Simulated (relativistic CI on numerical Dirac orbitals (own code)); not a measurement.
## Calculated levels, Sc4+

These numbers are calculated, not measured: Dirac-Coulomb-Breit CI, separate exchange-only KLI orbitals for each configuration, a model potential for QED, valence Slater integrals scaled by 0.85, P86 correlation energy added to each configuration (own radial code, finite nucleus).

Configurations in the expansion (outside the closed core [Ne]): 3s2 3p5, 3s 3p6, 3s2 3p4 3d, 3s 3p5 3d, 3s2 3p4 4s, 3s2 3p4 4p, 3s2 3p4 4d, 3p6 3d, 3s2 3p4 5s, 3s2 3p4 4f, 3s 3p4 3d2, 3s2 3p4 5p, 3s2 3p4 5d, 3s 3p5 4s, 3s2 3p4 6s, 3s2 3p4 5f, 3s2 3p4 5g, 3s2 3p4 6p, 3s2 3p4 6d, 3s 3p5 4p, 3s 3p5 4d, 3s 3p5 5s, 3s2 3p3 3d 4p, 3s 3p5 4f, 3s 3p5 5p, 3s 3p5 5d, 3s 3p5 6s, 3s 3p5 5f, 3s 3p5 5g, 3s 3p5 6p, 3s 3p5 6d, 3s2 3p3 3d2, 3s2 3p2 3d3, 3s 3p3 3d3, 3s2 3p2 3d2 4s, 3s2 3p2 3d2 4p, 3s2 3p2 3d2 4d, 3p5 3d2, 3p4 3d3, 3p4 3d2 4s, 3p4 3d2 4p, 3p4 3d2 4d, 3s2 3p3 3d 4s, 3s 3p3 3d2 4s, 3s2 3p2 3d 4s2, 3s2 3p2 3d 4s 4p, 3s2 3p2 3d 4s 4d, 3s2 3p3 4s2, 3s 3p3 3d 4s2, 3s2 3p2 4s2 4p, 3s2 3p2 4s2 4d. Double excitations out of closed p, d and f shells are left out; levels of such configurations are missing from the list, as are those of other unlisted configurations, and high levels can miss mixing partners. These lack a partner that the ground configuration has and come out too high: 3s2 3p4 5s, 3s2 3p4 4f, 3s2 3p4 5p, 3s2 3p4 5d, 3s2 3p4 6s.

The lowest level is 3s2 3p5 2P°_3/2, with 97 % of that term; Hund's rules for 3s2 3p5 give 2P° with J = 3/2, in agreement.

| No. | Configuration | Term | J | E (eV) | % | Next component (%) |
| --- | --- | --- | --- | --- | --- | --- |
| 1 | 3s2 3p5 | 2P° | 3/2 | 0.0000 | 97 | 2 3s2 3p3 3d2 2P° |
| 2 | 3s2 3p5 | 2P° | 1/2 | 0.5331 | 97 | 2 3s2 3p3 3d2 2P° |
| 3 | 3s 3p6 | 2S | 1/2 | 22.6397 | 70 | 27 3s2 3p4 3d 2S |
| 4 | 3p4(3P) 3d | 4D | 7/2 | 29.7450 | 97 | 1 3s 3p4 3d2 4D |
| 5 | 3p4(3P) 3d | 4D | 5/2 | 29.7801 | 96 | 1 3s 3p4 3d2 4D |
| 6 | 3p4(3P) 3d | 4D | 3/2 | 29.8292 | 96 | 1 3s 3p4 3d2 4D |
| 7 | 3p4(3P) 3d | 4D | 1/2 | 29.8702 | 97 | 1 3s 3p4 3d2 4D |
| 8 | 3p4(3P) 3d | 4F | 9/2 | 32.0712 | 96 | 1 2G |
| 9 | 3p4(3P) 3d | 4F | 7/2 | 32.2571 | 96 | 1 3s 3p4 3d2 4F |
| 10 | 3p4(1D) 3d | 2P | 1/2 | 32.3041 | 96 | 2 3s 3p4 3d2 2P |
| 11 | 3p4(3P) 3d | 4F | 5/2 | 32.3881 | 97 | 1 3s 3p4 3d2 4F |
| 12 | 3p4(3P) 3d | 4F | 3/2 | 32.4696 | 97 | 1 3s 3p4 3d2 4F |
| 13 | 3p4(1D) 3d | 2P | 3/2 | 32.6278 | 94 | 2 4P |
| 14 | 3p4(3P) 3d | 4P | 1/2 | 33.2298 | 97 | 2 3s 3p4 3d2 4P |
| 15 | 3p4(1D) 3d | 2D | 3/2 | 33.3060 | 64 | 33 4P |
| 16 | 3p4(3P) 3d | 4P | 3/2 | 33.3673 | 62 | 32 2D |
| 17 | 3p4(3P) 3d | 4P | 5/2 | 33.4800 | 93 | 4 2D |
| 18 | 3p4(1D) 3d | 2D | 5/2 | 33.6266 | 91 | 4 4P |
| 19 | 3p4(3P) 3d | 2F | 7/2 | 33.8847 | 74 | 22 2G |
| 20 | 3p4(1D) 3d | 2G | 9/2 | 34.2865 | 96 | 1 4F |
| 21 | 3p4(1D) 3d | 2G | 7/2 | 34.3327 | 74 | 23 2F |
| 22 | 3p4(3P) 3d | 2F | 5/2 | 34.3462 | 96 | 2 3s 3p4 3d2 2F |
| 23 | 3p4(1D) 3d | 2F | 5/2 | 36.6798 | 96 | 2 3s 3p4 3d2 2F |
| 24 | 3p4(1D) 3d | 2F | 7/2 | 36.7892 | 97 | 2 3s 3p4 3d2 2F |
| 25 | 3p4(1S) 3d | 2D | 3/2 | 38.8324 | 95 | 2 3p6 3d 2D |
| 26 | 3p4(1S) 3d | 2D | 5/2 | 38.9271 | 95 | 2 3p6 3d 2D |
| 27 | 3p4(1D) 3d | 2S | 1/2 | 41.5087 | 68 | 25 3s 3p6 2S |
| 28 | 3p4(3P) 3d | 2P | 3/2 | 42.8619 | 92 | 3 2D |
| 29 | 3p4(3P) 3d | 2P | 1/2 | 43.0590 | 95 | 2 3s2 3p2 3d3 2P |
| 30 | 3p4(3P) 3d | 2D | 5/2 | 43.4023 | 94 | 2 3s2 3p2 3d3 2D |

Energies count from the lowest computed level; ° marks odd parity. Percentages are summed over parent terms; the parents shown are those of the largest component, closed shells are left out there.

The mean weight of the leading LS term, summed over parents, in these 30 levels is 90 %, and that of the leading jj configuration (from the same eigenvectors) 55 %, so LS coupling describes them better.

At this charge configurations can still be misplaced by up to about 7 % of their energy. 13 of the 13 excited levels that our extract of the measured tables holds in this range could be paired (the sources list more); they are missed by 8956 cm⁻¹ on average and 28716 at most, and levels without a partner can miss by more.
